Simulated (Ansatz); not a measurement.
Cost and result for the atomization energy of ClGeHS (`[SH][Ge][Cl]`) (4 atoms, 3 bonds).

The species carries charge 0 and has multiplicity 1. Correlated methods include outer-core shells of Ge, which these sets cover unevenly. Scalar relativity is left out up to krypton. The geometry is a stationary point of PBE0-D4/def2-TZVP. It is one conformer, not always the lowest. Program: Ansatz. All runs use 4 threads of an Arm Neoverse V2 on a shared host. Times are those of one run each, without the atoms' runs, and a repeat can differ threefold. Electronic energies, without spin–orbit coupling; frozen cores. CCSD(T)/CBS adds CCSD(T) − MP2 in def2-TZVPP to the MP2 limit, and its time is that of the two runs behind it. T1 = 0.014. With those shells the extrapolation isn't a true limit.

CCSD(T)/CBS is a level of theory with its own doubt, some kJ/mol a heavy atom from the limit and from the frozen cores, so smaller differences don't rank the functionals.

| level | functions | wall time | atomization (kJ/mol) | difference from CCSD(T)/CBS | per bond |
| --- | --- | --- | --- | --- | --- |
| LDA (SPW92)/def2-TZVPP | 146 | 0.45 s | 1301.3 | 195.1 | 65.0 |
| CCSD(T)/def2-SVP | 73 | 0.75 s | 977.0 | -129.2 | -43.1 |
| PBE0-D4/def2-TZVPP | 146 | 1.1 s | 1103.6 | -2.6 | -0.9 |
| BHLYP-D4/def2-TZVPP | 146 | 1.1 s | 1050.0 | -56.2 | -18.7 |
| CAM-B3LYP-D4/def2-TZVPP | 146 | 1.2 s | 1082.5 | -23.7 | -7.9 |
| PBE-QIDH/def2-TZVPP | 146 | 1.8 s | 1085.3 | -20.9 | -7.0 |
| r2SCANh-D4/def2-TZVPP | 146 | 2.4 s | 1103.4 | -2.8 | -0.9 |
| ωB97X-V/def2-TZVPP | 146 | 2.5 s | 1110.2 | 4.0 | 1.3 |
| B97M-V/def2-TZVPP | 146 | 2.9 s | 1134.2 | 28.0 | 9.3 |
| ωB97M-V/def2-TZVPP (with forces) | 146 | 3.8 s | 1108.6 | 2.4 | 0.8 |
| MP2/def2-QZVPP | 259 | 4.3 s | 1110.6 | 4.4 | 1.5 |
| CCSD(T)/def2-TZVPP | 146 | 10 s | 1057.8 | -48.4 | -16.2 |
| CCSD(T)/CBS(def2) | – | 14 s | 1106.2 | 0.0 | 0.0 |

From r2SCAN to r2SCAN0 (25 % exact exchange), in def2-TZVPP and without D4, the atomization energy moves by −35.1 kJ/mol: exact exchange takes away binding that semilocal exchange gives to molecules. Leaving LDA and LC-ωPBE aside and taking each functional with its dispersion term where it has one, the values, not all of them listed here, spread over 90.4 kJ/mol, from BHLYP-D4 to PBE-D4. LDA lies +172.9 kJ/mol from PBE without D4, its usual overbinding. The D4 term adds +20.1 kJ/mol with B3LYP and +10.2 kJ/mol with PBE0; it sums over pairs of atoms, weighted by their polarisabilities, and B3LYP, whose exchange is more repulsive, gets the larger term.

B3LYP here is the variant with VWN-RPA as its local correlation; programs differ in this.
